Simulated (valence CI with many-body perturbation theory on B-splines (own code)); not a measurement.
E1 transitions of Cu²⁴⁺

Level of theory: configuration interaction combined with many-body perturbation theory (CI+MBPT): three valence electrons over a frozen Dirac-Fock core [He], radial functions for each j: 11 s, 11 p, 9 d, 7 f, 5 g, 2 h, 1 i, with the one-electron correlation potential Σ1 (screened to all orders), the two-electron term Σ2, the three-electron term Σ3, Breit, model QED; selected single and double excitations, second order for the rest (own B-spline code, finite nucleus).

No measured levels were compared; by estimate levels of excited configurations hold to 0.05 to 0.15 % of their energy, terms of the ground configuration to about 0.5 %.

Lines 151 to 200 of 254 in falling wavelength, among levels below 109.77 Ry, chosen from the strongest by gf and those to the six lowest levels. Wavelengths and rates use the calculated energies, so an error of 900 cm⁻¹ moves a line at 0.9314 nm by 0.0084 % and its rate by three times that or more. Electric multipoles are in the length gauge, E1 and E2 with the static RPA response of the core. Weak lines are less certain than strong ones. Lines between different terms over intervals too small for the method are left out, as are lines whose strength nearly cancels. The highest levels of a list are the least certain.

Names give the largest LS component (configuration and term), which can be under half, so a name can repeat, a term be missing and a line seem to break the LS rules; names also repeat where a configuration has a term twice. Letters in brackets count levels of one name in rising energy.

| λ vac (nm) | Upper | Lower | A (s⁻¹) | S (a.u.) |
| --- | --- | --- | --- | --- |
| 0.9314 | 2s 2p 3d 4F°_3/2 | 2s 2p2 4P_1/2 | 1.39e+12 | 2.21e-03 |
| 0.9302 | 2s 2p 3s 2P°_3/2 [b] | 2s 2p2 4P_3/2 | 3.78e+11 | 6.00e-04 |
| 0.9293 | 2s 2p 3d 2D°_3/2 [b] | 2s 2p2 2P_1/2 | 1.31e+13 | 2.07e-02 |
| 0.9278 | 2s 2p 3d 2D°_3/2 [a] | 2s 2p2 4P_3/2 | 2.99e+11 | 4.72e-04 |
| 0.9274 | 2s 2p 3d 4D°_7/2 | 2s 2p2 4P_5/2 | 3.50e+13 | 1.10e-01 |
| 0.9267 | 2s 2p 3d 2F°_5/2 [a] | 2s 2p2 4P_3/2 | 4.93e+12 | 1.16e-02 |
| 0.9267 | 2s 2p 3d 4D°_5/2 | 2s 2p2 4P_5/2 | 2.48e+13 | 5.84e-02 |
| 0.9262 | 2s 2p 3d 2P°_1/2 [b] | 2s 2p2 2P_1/2 | 1.92e+13 | 1.50e-02 |
| 0.9258 | 2s 2p 3d 4P°_3/2 | 2s 2p2 4P_5/2 | 1.23e+13 | 1.92e-02 |
| 0.9255 | 2s 2p 3d 2F°_7/2 [b] | 2s 2p2 2D_5/2 | 1.98e+13 | 6.20e-02 |
| 0.9254 | 2s 2p 3d 2F°_5/2 [b] | 2s 2p2 2D_5/2 | 2.39e+12 | 5.60e-03 |
| 0.9252 | 2p2 3p 2F°_5/2 | 2s 2p2 2P_3/2 | 1.84e+12 | 4.32e-03 |
| 0.9250 | 2s 2p 3p 4D_1/2 | 2s2 2p 2P°_3/2 | 2.41e+11 | 1.88e-04 |
| 0.9239 | 2s 2p 3d 4D°_3/2 | 2s 2p2 4P_1/2 | 2.68e+13 | 4.18e-02 |
| 0.9235 | 2s 2p 3d 4D°_1/2 | 2s 2p2 4P_1/2 | 4.39e+13 | 3.41e-02 |
| 0.9233 | 2s 2p 3d 2D°_5/2 [a] | 2s 2p2 4P_5/2 | 1.83e+12 | 4.28e-03 |
| 0.9219 | 2s 2p 3s 2P°_1/2 [b] | 2s 2p2 4P_1/2 | 4.02e+11 | 3.11e-04 |
| 0.9217 | 2s 2p 3s 2P°_3/2 [b] | 2s 2p2 4P_1/2 | 1.05e+12 | 1.63e-03 |
| 0.9217 | 2s 2p 3p 4D_3/2 | 2s2 2p 2P°_3/2 | 1.00e+12 | 1.55e-03 |
| 0.9209 | 2s2 3d 2D_3/2 | 2s2 2p 2P°_1/2 | 2.67e+13 | 4.12e-02 |
| 0.9209 | 2s 2p 3d 2F°_5/2 [b] | 2s 2p2 2D_3/2 | 3.10e+13 | 7.16e-02 |
| 0.9200 | 2s 2p 3d 4D°_5/2 | 2s 2p2 4P_3/2 | 9.74e+12 | 2.25e-02 |
| 0.9200 | 2s 2p 3d 2D°_3/2 [b] | 2s 2p2 2D_3/2 | 5.95e+12 | 9.15e-03 |
| 0.9193 | 2s 2p 3d 2D°_3/2 [a] | 2s 2p2 4P_1/2 | 1.66e+12 | 2.55e-03 |
| 0.9192 | 2s 2p 3d 4P°_3/2 | 2s 2p2 4P_3/2 | 1.98e+13 | 3.04e-02 |
| 0.9188 | 2s 2p 3d 4P°_1/2 | 2s 2p2 4P_3/2 | 2.85e+13 | 2.18e-02 |
| 0.9183 | 2s 2p 3d 2D°_5/2 [b] | 2s 2p2 2D_3/2 | 8.22e+11 | 1.89e-03 |
| 0.9176 | 2s 2p 3d 2F°_7/2 [a] | 2s 2p2 4P_5/2 | 5.70e+11 | 1.74e-03 |
| 0.9174 | 2p2 3p 4D°_3/2 | 2s 2p2 2D_3/2 | 3.67e+11 | 5.60e-04 |
| 0.9172 | 2s 2p 3p 4S_3/2 [a] | 2s2 2p 2P°_3/2 | 7.46e+11 | 1.14e-03 |
| 0.9170 | 2s 2p 3d 2P°_1/2 [b] | 2s 2p2 2D_3/2 | 1.82e+12 | 1.39e-03 |
| 0.9167 | 2s 2p 3d 2D°_5/2 [a] | 2s 2p2 4P_3/2 | 1.10e+11 | 2.52e-04 |
| 0.9155 | 2s 2p 3p 2P_1/2 [a] | 2s2 2p 2P°_3/2 | 4.31e+11 | 3.26e-04 |
| 0.9151 | 2s 2p 3p 4D_5/2 | 2s2 2p 2P°_3/2 | 1.47e+11 | 3.33e-04 |
| 0.9142 | 2s 2p 3p 4P_1/2 | 2s2 2p 2P°_3/2 | 4.23e+11 | 3.19e-04 |
| 0.9140 | 2p2 3p 2D°_3/2 [b] | 2s 2p2 2P_1/2 | 2.13e+12 | 3.21e-03 |
| 0.9136 | 2p2 3p 2S°_1/2 | 2s 2p2 2D_3/2 | 5.99e+11 | 4.51e-04 |
| 0.9133 | 2s 2p 3d 2P°_3/2 [a] | 2s 2p2 4P_3/2 | 1.75e+11 | 2.63e-04 |
| 0.9109 | 2p2 3p 2D°_3/2 [a] | 2s 2p2 2D_3/2 | 9.81e+10 | 1.46e-04 |
| 0.9089 | 2s 2p 3p 4D_1/2 | 2s2 2p 2P°_1/2 | 2.55e+12 | 1.89e-03 |
| 0.9083 | 2p2 3p 2P°_3/2 | 2s 2p2 2P_1/2 | 3.39e+12 | 5.01e-03 |
| 0.9072 | 2p2 3p 4P°_5/2 | 2s 2p2 2D_3/2 | 3.56e+11 | 7.88e-04 |
| 0.9067 | 2p2 3p 4P°_1/2 | 2s 2p2 2D_3/2 | 6.81e+11 | 5.01e-04 |
| 0.9057 | 2s 2p 3p 4D_3/2 | 2s2 2p 2P°_1/2 | 1.56e+12 | 2.29e-03 |
| 0.9052 | 2s 2p 3p 4P_3/2 | 2s2 2p 2P°_3/2 | 4.76e+12 | 6.97e-03 |
| 0.9051 | 2s 2p 3d 2P°_3/2 [a] | 2s 2p2 4P_1/2 | 2.29e+11 | 3.35e-04 |
| 0.9050 | 2p2 3p 2D°_3/2 [b] | 2s 2p2 2D_3/2 | 1.99e+12 | 2.92e-03 |
| 0.9036 | 2s 2p 3p 4P_5/2 | 2s2 2p 2P°_3/2 | 4.52e+12 | 9.87e-03 |
| 0.9024 | 2s 2p 3p 4S_3/2 [b] | 2s2 2p 2P°_3/2 | 5.43e+12 | 7.87e-03 |
| 0.9014 | 2s 2p 3p 4S_3/2 [a] | 2s2 2p 2P°_1/2 | 4.09e+12 | 5.91e-03 |
